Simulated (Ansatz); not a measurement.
H$_{3}$ISn, SMILES `[SnH3][I]` at its PBE0-D4/def2-TZVP geometry, where that method's forces vanish. The species carries charge 0 and has multiplicity 1. Sn, I: def2 effective core potential.

```xyz
5

Sn   -0.2357    0.0140    0.0332
I     2.4177   -0.1431   -0.3402
H    -0.4985    1.1653    1.2573
H    -0.7651   -1.5344    0.4972
H    -0.9184    0.4983   -1.4475
```

(1) What forces (eV/Å) does ωB97M-V/def2-TZVPP give on these atoms in Ansatz? (Best estimate.)

Answers

(1) Computed: 
```
Sn1 -0.021  0.001  0.003
I2  -0.101  0.006  0.014
H3   0.023 -0.087 -0.093
H4   0.043  0.116 -0.035
H5   0.055 -0.037  0.111
```
